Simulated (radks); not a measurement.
Task: The mean radii <r> (bohr) of the occupied orbitals of an atom or ion are listed with their occupations. All-electron calculation, scalar-relativistic Kohn-Sham, PBE, spin-polarised, spherical densities, finite nucleus; Fermi nuclear charge, rms radius of each element as measured or else 0.836 A^(1/3) + 0.57 fm. Program: a radial shooting solver on a logarithmic mesh with Libxc functionals.

| orbital | occ. | <r> |
|---|---|---|
| 1s up | 1 | 0.01966 |
| 1s down | 1 | 0.01966 |
| 2s up | 1 | 0.08334 |
| 2s down | 1 | 0.08334 |
| 2p up | 3 | 0.07415 |
| 2p down | 3 | 0.07415 |
| 3s up | 1 | 0.2168 |
| 3s down | 1 | 0.2167 |
| 3p up | 3 | 0.2163 |
| 3p down | 3 | 0.2162 |
| 3d up | 5 | 0.1961 |
| 3d down | 5 | 0.1961 |
| 4s up | 1 | 0.4876 |
| 4s down | 1 | 0.4876 |
| 4p up | 3 | 0.5177 |
| 4p down | 3 | 0.5177 |
| 4d up | 5 | 0.5586 |
| 4d down | 5 | 0.5588 |
| 5s up | 1 | 1.185 |
| 5s down | 1 | 1.187 |
| 5p up | 3 | 1.388 |
| 5p down | 3 | 1.392 |
| 4f up | 7 | 0.7300 |
| 4f down | 6 | 0.7345 |

Name the element and its charge. Open shells, if any, are filled with parallel spins first.

Result: Z = 70, ytterbium, charge +3: Yb3+ in [Xe] 4f13. The 1s radius gives Z: for a bare nucleus <r> = (2 gamma + 1)/(2Z) with gamma = sqrt(1 - (Z/c)^2), 0.01942 bohr for Z = 70, and screening makes it slightly larger (0.01966 here). The occupations add up to 67, and the charge is Z minus that.
